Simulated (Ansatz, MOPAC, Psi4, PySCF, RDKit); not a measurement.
Noncovalent pair: HCl (SMILES Cl) (first 2 atoms) with SiH4 (SMILES [SiH4]); geometry from B3LYP-D3(BJ)/def2-TZVP, rigid monomers moved along the line of their centres of mass till Cl1···Si3 is 3.39 Å.
(charge 0, multiplicity 1):
```xyz
7

Cl    -0.069    -0.338    -0.325
H     -0.675    -1.322     0.229
Si     0.009     0.104     3.037
H      0.825     1.214     2.500
H     -1.372     0.196     2.512
H     -0.026     0.182     4.516
H      0.599    -1.192     2.634
```

```
level                                          interaction energy (meV)  minus CCSD(T)/CBS(aug-cc-pV(D+d)Z, aug-cc-pV(T+d)Z)   cost
---------------------------------------------  ------------------------  ---------------------------------------------------  -----
UFF                                                                31.1                                                 43.4      -
PM3                                                                 4.5                                                 16.7      -
PBE-D4/def2-TZVPPD                                                -15.6                                                 -3.4     ×1
r2SCAN-D3(BJ)/def2-TZVPPD                                         -12.0                                                  0.3     ×2
B3LYP/6-31G* (no counterpoise)                                     64.4                                                 76.7      -
B3LYP/6-311+G** (no counterpoise)                                  76.6                                                 88.9      -
PBE0-D3(BJ)/def2-TZVPPD                                           -18.4                                                 -6.2     ×1
MP2/6-31G* (no counterpoise)                                       45.3                                                 57.5      -
MP2/aug-cc-pV(D+d)Z                                                20.3                                                 32.6      -
MP2/aug-cc-pV(T+d)Z                                                -6.8                                                  5.4      -
MP2/CBS(aug-cc-pV(D+d)Z, aug-cc-pV(T+d)Z)                         -17.1                                                 -4.8      -
CCSD(T)/aug-cc-pV(D+d)Z                                            26.9                                                 39.2     ×4
CCSD(T)/CBS(aug-cc-pV(D+d)Z, aug-cc-pV(T+d)Z)                     -12.3                                                  0.0  ×200*
SAPT0/jun-cc-pV(D+d)Z                                              44.6                                                 56.9      -
```

 The comparison column counts from a level with limits of its own.

The rows run from -18.4 (PBE0-D3(BJ)/def2-TZVPPD) to 76.6 meV (B3LYP/6-311+G** (no counterpoise)). From aug-cc-pV(D+d)Z to aug-cc-pV(T+d)Z MP2 changes by -27.2.

Monomers are frozen at their geometry in the pair; levels with a basis set take the counterpoise correction. Rows marked so take none. RDKit's UFF carries no charges.

Cores are frozen in the correlated methods. CBS: X⁻³ extrapolation of the correlation energy, Hartree–Fock from the larger set. Rows in 6-311+G**, 6-31G* carry no dispersion term and start afresh at each structure (6-31G* with six Cartesian d functions). MP2/6-31G* freezes PySCF's default core. The state reached by PM3 isn't checked.

Programs: Ansatz (a program for electronic structure) with Gaussian orbitals; MOPAC for PM3 (differences of heats of formation); Psi4 for SAPT; PySCF for 6-311+G** rows, 6-31G* rows, the dispersion terms; RDKit for the force fields. 

Costs are rough ratios of core time to PBE/def2-TZVPPD (about 2.7 s over the structures, on one shared machine); a dash marks a level with no comparable run of its own. A star marks coupled-cluster runs past 200 virtual orbitals, where the program's memory plan changes under this machine's limit, so their costs aren't comparable with smaller runs.
